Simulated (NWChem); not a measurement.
Atomisation of AlN

```
Al
N 1 1.7976
```
Charge 0, spin multiplicity 3.

Program: NWChem. Structure: optimised with UB3LYP/def2-SVP, a minimum by its harmonic frequencies.

Basis set: def2-TZVP. The atomisation energy is electronic alone: no zero-point, thermal, spin-orbit or counterpoise terms. No value is extrapolated to the basis-set limit. Free atoms are single determinants with multiplicities Al 2, N 4. Correlated methods freeze the same cores in atoms and molecule, 6 orbitals in all.

B3LYP has NWChem's definition, with VWN1-RPA local correlation. This spin state was chosen for the runs; another may lie lower. The structure started from a generated list of species. The unpaired electrons of the parent sit in orbitals of symmetry a1 and b1 (C2v labels of the run); other states weren't searched. The stability of the SCF solutions was not checked. Open-shell Hartree-Fock references start from PBE0 orbitals.

**Question.** Order these methods by the atomisation energy they give, lowest first: M06-2X, BLYP, PBE0, HF, LDA (SVWN5), MP2.

**Answer.** HF (13.1 kcal/mol), MP2 (47.5 kcal/mol), PBE0 (59.9 kcal/mol), M06-2X (61.1 kcal/mol), BLYP (70.7 kcal/mol), LDA (SVWN5) (81.7 kcal/mol)
